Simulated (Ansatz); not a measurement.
Species: (2S)-1,1-difluoropropan-2-ol, C$_{3}$H$_{6}$F$_{2}$O, charge 0, multiplicity 1. 
Coordinates optimised at B3LYP-D3(BJ)/def2-TZVP (Ansatz, a quantum-chemistry and plane-wave program):
SMILES: C[C@H](O)C(F)F
```xyz
12

C     -1.6469    -0.7578     0.6681
C     -0.4519     0.1858     0.6605
O     -0.7299     1.4068    -0.0002
C      0.7374    -0.4488    -0.0411
F      1.8169     0.3829    -0.0111
F      0.4576    -0.7090    -1.3516
H     -1.4028    -1.7026     1.1586
H     -1.9717    -0.9629    -0.3517
H     -2.4765    -0.3070     1.2162
H     -0.1199     0.3725     1.6915
H     -1.5175     1.7965     0.3925
H      1.0253    -1.3913     0.4334
```
Charge 0, spin multiplicity 1.

Parts of the frozen-core correlation energy in 6-31G (Ansatz, hartree). Frozen orbitals: 6; correlated occupied orbitals by spin: 19 and 19; virtual: 41 and 41. Spin-orbit coupling is left out. No relativistic terms.

| term | value |
|---|---|
| reference (HF) | -390.68499 |
| MP2 opposite-spin | -0.47583 |
| MP2 same-spin | (withheld) |
| CCSD correlation | (withheld) |
| (T) | (withheld) |
| T1 diagnostic | 0.010 |
| largest doubles amplitude | 0.020 |

Question: Complete the blanks.

Answer: 
- MP2 same-spin, value: -0.15442
- CCSD correlation, value: -0.66516
- (T), value: -0.01319
